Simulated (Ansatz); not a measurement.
`CCC(O)O` + `N[SiH3]` → `OC(O)N[SiH3]` + ethane  (substitution at a C–C bond)

Program: Ansatz. Geometries: PBE0-D4/def2-TZVP. ΔE: electronic, gas phase. CCSD(T)/CBS adds triple-zeta CCSD(T) − MP2 to the extrapolated MP2 energy (def2 sets, frozen cores). This one scheme is used for every species. Functionals use def2-TZVPP. B3LYP here is the variant with VWN-RPA as its local correlation; programs differ in this. One conformer a species, not always the lowest.

```json
{"level": "PBE-D4", "ΔE (kJ/mol)": "7.3", "difference from CCSD(T)/CBS": "-6.4"}
{"level": "r2SCAN-D4", "ΔE (kJ/mol)": "8.5", "difference from CCSD(T)/CBS": "-5.2"}
{"level": "PBE0-D4", "ΔE (kJ/mol)": "8.0", "difference from CCSD(T)/CBS": "-5.7"}
{"level": "B3LYP-D4", "ΔE (kJ/mol)": "6.8", "difference from CCSD(T)/CBS": "-6.9"}
{"level": "ωB97X-V", "ΔE (kJ/mol)": "9.7", "difference from CCSD(T)/CBS": "-4.0"}
{"level": "ωB97M-V", "ΔE (kJ/mol)": "10.8", "difference from CCSD(T)/CBS": "-2.9"}
{"level": "B2PLYP", "ΔE (kJ/mol)": "9.3", "difference from CCSD(T)/CBS": "-4.4"}
{"level": "PBE", "ΔE (kJ/mol)": "7.8", "difference from CCSD(T)/CBS": "-5.9"}
{"level": "r2SCAN", "ΔE (kJ/mol)": "8.6", "difference from CCSD(T)/CBS": "-5.1"}
{"level": "PBE0", "ΔE (kJ/mol)": "8.5", "difference from CCSD(T)/CBS": "-5.2"}
{"level": "B3LYP", "ΔE (kJ/mol)": "7.6", "difference from CCSD(T)/CBS": "-6.1"}
{"level": "HF/def2-TZVPP", "ΔE (kJ/mol)": "6.3", "difference from CCSD(T)/CBS": "-7.4"}
{"level": "MP2/def2-TZVPP", "ΔE (kJ/mol)": "12.3", "difference from CCSD(T)/CBS": "-1.4"}
{"level": "SCS-MP2/def2-TZVPP", "ΔE (kJ/mol)": "11.1", "difference from CCSD(T)/CBS": "-2.6"}
{"level": "CCSD/def2-TZVPP", "ΔE (kJ/mol)": "11.1", "difference from CCSD(T)/CBS": "-2.6"}
{"level": "CCSD(T)/def2-TZVPP", "ΔE (kJ/mol)": "11.0", "difference from CCSD(T)/CBS": "-2.7"}
{"level": "HF/def2-QZVPP", "ΔE (kJ/mol)": "6.6", "difference from CCSD(T)/CBS": "-7.1"}
{"level": "MP2/def2-QZVPP", "ΔE (kJ/mol)": "13.9", "difference from CCSD(T)/CBS": "0.2"}
{"level": "SCS-MP2/def2-QZVPP", "ΔE (kJ/mol)": "12.8", "difference from CCSD(T)/CBS": "-0.9"}
{"level": "HF/CBS(def2)", "ΔE (kJ/mol)": "6.6", "difference from CCSD(T)/CBS": "-7.1"}
{"level": "MP2/CBS(def2)", "ΔE (kJ/mol)": "15.0", "difference from CCSD(T)/CBS": "1.3"}
{"level": "CCSD/CBS(def2)", "ΔE (kJ/mol)": "13.8", "difference from CCSD(T)/CBS": "0.1"}
{"level": "CCSD(T)/CBS", "ΔE (kJ/mol)": "13.7", "difference from CCSD(T)/CBS": "0"}
```

Largest T1 diagnostic among the species: 0.011.

In def2-TZVPP, CCSD(T) changes the Hartree–Fock value by +4.7 kJ/mol (the triples alone add −0.1 kJ/mol) and MP2 by +6.0 kJ/mol.
